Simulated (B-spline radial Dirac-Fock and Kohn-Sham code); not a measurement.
# Core and valence levels of Ba³⁶⁺

System: barium as Ba³⁶⁺, configuration [Ar] 3d2; nuclear rms radius 4.8378 fm (A = 138).

Input file task.json (cfg lists n, l and occupation; rrms is the nuclear radius in fm):

```json
{"items": [{
  "Z": 56,
  "q": 36,
  "cfg": [[1, 0, 2], [2, 0, 2], [2, 1, 6], [3, 0, 2], [3, 1, 6], [3, 2, 2]],
  "A": 138,
  "rrms": 4.8378,
  "do": ["binding"]
}]}
```

Command: `python xray_run.py task.json out`

Method: relaxed Dirac-Fock hole states (ΔSCF) with Breit and QED corrections and a finite nucleus. Computed with an atomic code on a B-spline grid. Electron correlation is not included. Energies are counted from the vacuum level.

All terms are in eV, carry their sign (relaxation lowers the binding energy) and add up to the binding energy; ⟨r⟩ is the mean radius of the orbital in the initial state.

| subshell | −ε (Koopmans) | relaxation | Gaunt | retardation | QED | binding energy | ⟨r⟩ (bohr) |
| --- | --- | --- | --- | --- | --- | --- | --- |
| K | 39540.6 | -35.10 | -101.99 | 8.63 | -47.10 | 39365.0 | 0.026 |
| L1 | 7884.2 | -9.61 | -10.28 | 0.65 | -6.20 | 7858.7 | 0.108 |
| L2 | 7531.4 | -12.04 | -17.10 | 1.77 | 0.36 | 7504.4 | 0.091 |
| L3 | 7142.6 | -11.05 | -12.20 | 2.19 | -0.33 | 7121.2 | 0.097 |
| M1 | 2875.0 | -1.29 | -2.22 | 0.19 | -1.54 | 2870.1 | 0.271 |
| M2 | 2730.3 | -1.53 | -3.79 | 0.46 | 0.05 | 2725.5 | 0.259 |
| M3 | 2639.5 | -1.38 | -2.68 | 0.57 | -0.11 | 2635.9 | 0.268 |
| M4,5 | 2438.4 | -1.89 | -1.21 | 0.24 | 0.08 | 2435.6 | 0.237 |

For the deepest level, K (1s), the Breit terms make up -0.237 % of the binding energy, QED -0.120 % and orbital relaxation -0.089 %.

Spin-orbit splittings: 2p 383.3 eV, 3p 89.61 eV.

Going to the tabulated ground configuration of the next ion removes an electron from M4,5 (3d), computed at 2435.6 eV. NIST lists 2452 ± 5 eV as the ionisation energy of this species (theoretical), +16.38 eV from the computed value. Where a p, d or f shell is open in either ion the computed value averages over both j values and all terms, while the table refers to the lowest levels; that difference holds spin-orbit splitting (largest in heavy or highly charged ions), term energies where several electrons share open shells, and correlation, and it can reach 10 % or more.
